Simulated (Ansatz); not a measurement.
Cost and result for the atomization energy of C6H16N2, SMILES `CCNCCNCC` (24 atoms, 23 bonds).

Z-matrix (Å, degrees):
```
C
C 1 1.515
H 1 1.092 2 110.6
H 1 1.094 2 110.9 3 -119.7
H 1 1.092 2 111.0 3 120.9
N 2 1.448 1 110.7 3 57.3
H 2 1.096 1 109.6 3 -61.0
H 2 1.103 1 109.1 3 -176.9
C 6 1.446 2 116.1 1 -174.7
H 6 1.013 2 110.3 1 58.7
C 9 1.525 6 116.5 2 -65.7
H 9 1.094 6 108.9 2 171.7
H 9 1.098 6 107.6 2 57.0
N 11 1.447 9 110.1 6 -178.2
H 11 1.102 9 109.7 6 56.0
H 11 1.098 9 108.9 6 -60.2
C 14 1.450 11 115.4 9 175.0
H 14 1.014 11 109.8 9 -60.2
C 17 1.524 14 116.4 11 63.2
H 17 1.095 14 107.6 11 -173.9
H 17 1.096 14 107.5 11 -60.0
H 19 1.094 17 110.9 14 58.5
H 19 1.092 17 111.9 14 -62.0
H 19 1.093 17 110.7 14 178.0
```

Total charge 0; spin multiplicity 1. Geometry: relaxed with PBE0-D4/def2-TZVP. It is one conformer, not always the lowest. Program: Ansatz. All runs use 4 threads of an AMD EPYC 7R13 on a shared host and a share of an NVIDIA H100 80 GB. Times are those of one run each, without the atoms' runs, and a repeat can differ threefold. Electronic energies, without spin–orbit coupling; frozen cores. CCSD(T)/CBS adds CCSD(T) − MP2 in def2-TZVPP to the MP2 limit, and its time is that of the two runs behind it. T1 = 0.009. HSE06 is the plane-wave form, built on full-range PBE exchange.

CCSD(T)/CBS is a level of theory with its own doubt, some kJ/mol a heavy atom from the limit and from the frozen cores, so smaller differences don't rank the functionals.

| level | functions | wall time | atomization (kJ/mol) | difference from CCSD(T)/CBS | per bond |
| --- | --- | --- | --- | --- | --- |
| revPBE-D4/def2-TZVPP | 472 | 2.6 s | 9239.7 | -4.7 | -0.2 |
| BHLYP-D4/def2-TZVPP | 472 | 2.6 s | 9039.0 | -205.4 | -8.9 |
| PBE0-D4/def2-TZVPP | 472 | 2.7 s | 9313.1 | 68.7 | 3.0 |
| BLYP-D4/def2-TZVPP | 472 | 2.9 s | 9240.2 | -4.2 | -0.2 |
| B2PLYP/def2-TZVPP | 472 | 3.1 s | 9162.6 | -81.8 | -3.6 |
| HSE06-D4/def2-TZVPP | 472 | 3.3 s | 9319.1 | 74.7 | 3.2 |
| CCSD(T)/def2-SVP | 192 | 3.9 s | 8844.2 | -400.2 | -17.4 |
| B97M-V/def2-TZVPP | 472 | 4 s | 9248.5 | 4.1 | 0.2 |
| PBE-QIDH/def2-TZVPP | 472 | 4.3 s | 9216.3 | -28.1 | -1.2 |
| ωB97M-V/def2-TZVPP (with forces) | 472 | 4.4 s | 9282.3 | 37.9 | 1.6 |
| MP2/def2-QZVPP | 936 | 6 s | 9233.9 | -10.5 | -0.5 |
| CCSD(T)/def2-TZVPP | 472 | 34 s | 9024.7 | -219.7 | -9.6 |
| CCSD(T)/CBS(def2) | – | 40 s | 9244.4 | 0.0 | 0.0 |

In def2-TZVPP, CCSD(T) changes the Hartree–Fock value by +2263.7 kJ/mol (the triples alone add +117.7 kJ/mol) and MP2 by +2343.4 kJ/mol; breaking electron pairs costs correlation energy, which Hartree–Fock lacks. From PBE to PBE0 (25 % exact exchange), in def2-TZVPP and without D4, the atomization energy moves by −125.8 kJ/mol: exact exchange takes away binding that semilocal exchange gives to molecules. At CCSD(T), def2-SVP lies −400.2 kJ/mol from the extrapolated value and def2-TZVPP −219.7 kJ/mol: correlation converges slowly with the basis, and small sets miss more of it in the bonded molecule than in its fragments.
